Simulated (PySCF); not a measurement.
Input of a run (PBE0-D3(BJ)/def2-SVP geometry optimisation, gas phase (PySCF 2.14.0)), started from GFN2-xTB:
```
{"job": {"xc": "PBE0", "basis": "def2-SVP", "d3": "d3bj", "grid": 1, "shake": 0.01, "kind": "geom"}, "charge": 0, "multiplicity": 1}
C     -1.600380    -0.447020    -0.578200
O     -0.497810     0.301590    -0.164520
B      0.488820    -0.176220     0.552250
As     1.970560     1.172540     1.055080
H     -2.518400     0.049200    -0.187050
H     -1.672640    -0.389230    -1.675720
H     -1.565590    -1.462360    -0.243310
H      0.535960    -1.297420     0.920260
H      3.055560     0.329010     0.537000
H      1.854360     1.899000    -0.236870
```

Output (energies in Eh, forces in Eh/bohr):
```
step   0  E = -2376.86776233  max force = 0.028803
step   1  E = -2376.87211252  max force = 0.008475
step   2  E = -2376.87270401  max force = 0.001855
step   3  E = -2376.87273649  max force = 0.000796
step   4  E = -2376.87275131  max force = 0.000783
step   5  E = -2376.87275989  max force = 0.000410
optimisation converged
```

Question: Summarise the run.

Answer: The energy falls by 13.1 kJ/mol over 6 energy and gradient evaluations, the largest force component goes from 0.0288 to 4.1e-04 Eh/bohr, and the atoms move by 0.092 Å rms after alignment. The bond that changes most is As4–H9 (ends: arsenic bonded to B and 2 H; hydrogen on arsenic), which lengthens by 0.053 Å. Bonds longer at the end by more than 0.005 Å: 6 of 9; shorter: 2. Among the angles that change most is O2–B3–As4, from 115.8° to 119.2°. The energy never rose by more than 1e-6 Eh on the way. The first step brought 87 % of the lowering.

Question: What are the final bond lengths?

Answer: C1–O2 1.409 Å, O2–B3 1.339 Å, B3–As4 2.033 Å, C1–H5 1.100 Å, C1–H6 1.100 Å, C1–H7 1.102 Å, B3–H8 1.217 Å, As4–H9 1.521 Å, As4–H10 1.521 Å. Numbering counts from 1 in the input's order; the species is `COB[AsH2]`.

The run used 104 basis functions and 37 SCF cycles in all. Time: 30 s wall; peak memory 0.43 GiB. Hardware: an Intel Xeon Platinum 8259CL at 2.50 GHz with one thread, no GPU, shared host with 96 logical CPUs at a one-minute load of 45.

Not checked by PBE0-D3(BJ)/def2-SVP frequencies. The numbers are those of one conformer.

Shape of the structure used: `[CH3:1][O:2][BH:3][AsH2:4]`: C1–O2–B3–As4 -175°, H–As4–B3–O2 -135°, H–As4–B3–O2 -40°.
